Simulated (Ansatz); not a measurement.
A nudged elastic band was laid between two geometries of C₃H₈BN (13 atoms, charge 0, multiplicity 1).

All numbers below come from Ansatz 0.2.0, RKS PBE0-D4/def2-SVP.

- movable images: 5
- climbing image: yes
- spring: 5.0 eV/Å²
- optimiser: quadratic models (default)
- start path: IDPP
- force threshold: 0.03 eV/Å
- iteration limit: 60
- end points: relaxed

Image 0:

```xyz
13
Properties=species:S:1:pos:R:3
B -1.233 1.028 0.478
C -0.334 -0.227 0.409
C -0.447 -1.132 1.402
C 0.616 -0.445 -0.746
N 1.411 0.744 -0.996
H -1.937 1.206 1.446
H -1.279 1.835 -0.427
H 0.140 -2.059 1.422
H -1.144 -0.976 2.231
H 0.016 -0.781 -1.621
H 1.298 -1.279 -0.509
H 0.815 1.490 -1.348
H 2.098 0.561 -1.724
```

Image 6:

```xyz
13
Properties=species:S:1:pos:R:3
B -1.365 0.925 0.121
C -0.367 -0.242 0.299
C -0.421 -0.959 1.442
C 0.663 -0.546 -0.771
N 1.540 0.559 -1.102
H -2.170 1.168 0.991
H -1.378 1.599 -0.886
H 0.252 -1.805 1.634
H -1.146 -0.722 2.227
H 0.145 -0.854 -1.695
H 1.277 -1.412 -0.468
H 1.979 0.929 -0.261
H 1.012 1.325 -1.515
```

Problem. Which bonds break or form, and what moves?

Solution. No bond is made or broken. The dihedral C2–C4–N5–H12 goes from -68 to 53°.

Problem. What energy profile does the band end with?

Solution. It converged. The highest image is number 3 of 0 to 6, 0.048 eV above the first end and 0.138 eV above the last; the last end lies 0.091 eV below the first. A vibrational analysis at the climbing image gives one clearly imaginary mode, 251i cm⁻¹: a first-order saddle point.

| image | path coordinate (Å) | energy (eV) | dihedral C2–C4–N5–H12 (°) |
| --- | --- | --- | --- |
| 0 | 0.00 | 0.000 | -68 |
| 1 | 0.52 | 0.005 | -59 |
| 2 | 1.04 | 0.025 | -41 |
| 3 | 1.55 | 0.048 | -15 |
| 4 | 2.02 | 0.015 | 10 |
| 5 | 2.49 | -0.056 | 33 |
| 6 | 2.96 | -0.091 | 53 |

Problem. What is the geometry of the highest image?

Solution. 
```xyz
13
Properties=species:S:1:pos:R:3
B -1.402 0.886 0.146
C -0.361 -0.242 0.336
C -0.391 -0.957 1.480
C 0.672 -0.519 -0.728
N 1.611 0.585 -0.873
H -2.242 1.075 0.996
H -1.407 1.581 -0.847
H 0.323 -1.765 1.682
H -1.142 -0.758 2.251
H 0.127 -0.718 -1.672
H 1.214 -1.453 -0.488
H 1.263 1.425 -0.417
H 1.756 0.825 -1.850
```

Problem. What are the harmonic wavenumbers there?

Solution. 251i, 81, 193, 234, 334, 399, 532, 706, 782, 821, 856, 976, 994, 1007, 1018, 1130, 1194, 1198, 1245, 1339, 1399, 1430, 1496, 1634, 1682, 2566, 2656, 3003, 3042, 3139, 3247, 3555, 3643 cm⁻¹.

Time of the run: 3.2 min on 2 threads of Arm Neoverse V1, on a shared host, peak memory 0.24 GiB.
